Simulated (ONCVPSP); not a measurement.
**Scattering properties, ONCV potential for boron**

| Quantity | Value |
| --- | --- |
| Element | B (Z = 5) |
| Generator | ONCVPSP 4.0.1 |
| Type | optimised norm-conserving Vanderbilt (ONCV) |
| Functional | PBE |
| Relativity | scalar-relativistic |
| Frozen core | [He] |
| Valence charge | 3 |
| Reference configuration | 2s1.5 2p1.5 |
| Partial waves | 2s: rc 1.40 bohr, ncon 4, nbas 7, qcut 4.2 1/bohr, local; 2p: rc 2.75 bohr, ncon 5, nbas 8, qcut 4.5 1/bohr, 2 projectors, debl 1.3 Ha; d scattering state at 0.2 Ha: rc 2.75 bohr, ncon 4, nbas 9, qcut 3.8 1/bohr, 3 projectors, debl 1 Ha |
| Local potential | the s channel |
| Core correction | Teter function, fcfact 3, rcfact 1.1 |

The phase is arctan(r·R′/R) of the radial function R(r), unwrapped; energies in Ha, scanned from -2 to 5 Ha. A pole is an energy at which the radial function vanishes at the test radius. The pseudo phase is shifted by a multiple of π to meet the all-electron one at the reference energy, and phase errors are pseudo minus all-electron; the curves can meet again beyond the range given. Levels narrower than the energy grid can be missing from the lists of poles.

For each channel, where are the poles, and over which energies does the pseudopotential scatter like the atom?

| channel | radius (bohr) | reference energy (Ha) | poles, all-electron | poles, pseudo | unbroken range about the reference energy with phases within 0.05 rad | phase error 1 Ha above the reference energy (rad) |
| --- | --- | --- | --- | --- | --- | --- |
| s | 1.42 | -0.36 | 2.61 | 2.31 | below 2.9 | -0.007 |
| p | 2.79 | -0.14 | 0.10, 2.12 | 0.10, 2.14 | below 3.0 | +0.002 |
| d | 2.79 | 0.20 | 1.33, 4.12 | 1.33, 4.10 | the whole range | +0.000 |

Phases in the p channel:

```csv
E (Ha),all-electron,pseudo
-1.98,1.341,1.342
-1.62,1.308,1.308
-1.26,1.254,1.254
-0.90,1.152,1.152
-0.54,0.837,0.837
-0.18,-0.949,-0.949
0.18,-1.659,-1.659
0.54,-2.102,-2.101
0.90,-3.723,-3.722
1.26,-4.419,-4.419
1.62,-4.593,-4.593
1.98,-4.684,-4.682
2.34,-4.755,-4.750
2.70,-4.837,-4.823
3.06,-4.992,-4.939
3.42,-5.729,-5.273
3.78,-7.382,-6.860
4.14,-7.652,-7.521
4.50,-7.743,-7.673
4.86,-7.794,-7.742
```
